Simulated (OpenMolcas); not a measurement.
# Bi2+: the spin-orbit constant, worked from levels

```yaml
Program: OpenMolcas
Basis: ANO-RCC-VDZ [7s6p3d1f]
Scalar_Hamiltonian: X2C, point nucleus
Active_space: 3 electrons in 4 orbitals (6s 6p)
State_averaging: 2S+1 = 4 odd, 1 root (0 in the spin-orbit step); 2S+1 = 2 odd, 3 roots; 2S+1 = 4 even, 3 roots; 2S+1 = 2 even, 6 roots
Spin-orbit_coupling: RASSI with atomic mean-field integrals over the reference wave functions, term energies averaged over their components
```

Methods: CASSCF; SS-CASPT2, IPEA 0.25 Eh, imaginary shift 0.1 Eh (closed shells correlated: 5d). Measured levels: Moore, Atomic Energy Levels, vol. III, NSRDS-NBS 35 (1971 reprint of NBS Circular 467, 1958).

**The spin-orbit constant.** For the Hund term ²P° of p1, E(J) = (A/2) J(J+1) + constant and ζ = 2S·A = A. From J = 1/2 to J = 3/2 the energy changes by 1.5 A.

```json
{"Source": "CASSCF", "E(3/2) - E(1/2)": "20769.7", "A": "13846.5", "ζ": "13846"}
{"Source": "SS-CASPT2", "E(3/2) - E(1/2)": "20769.7", "A": "13846.5", "ζ": "13846"}
{"Source": "measured", "E(3/2) - E(1/2)": "20788.0", "A": "13858.7", "ζ": "13859"}
```

All in cm-1. SS-CASPT2 is off by -0.1 % and CASSCF by -0.1 %. Both methods take the spin-orbit matrix elements from the reference wave functions, so the second can move ζ only through the term energies and any multistate remixing.

Some high roots are left out of the spin-orbit mixing, which shifts the levels that they would mix with. Spin-orbit splittings of 6p shells tend to come out small when the coupling is added on scalar orbitals. Measured partners are found by configuration, term and J. A level has none where our copy of the source lacks it or the pairing is in doubt (some pairs that miss far off the trend of their configuration count as doubtful), and it then counts in no deviation. Only configurations of the active space appear.

° marks odd parity.
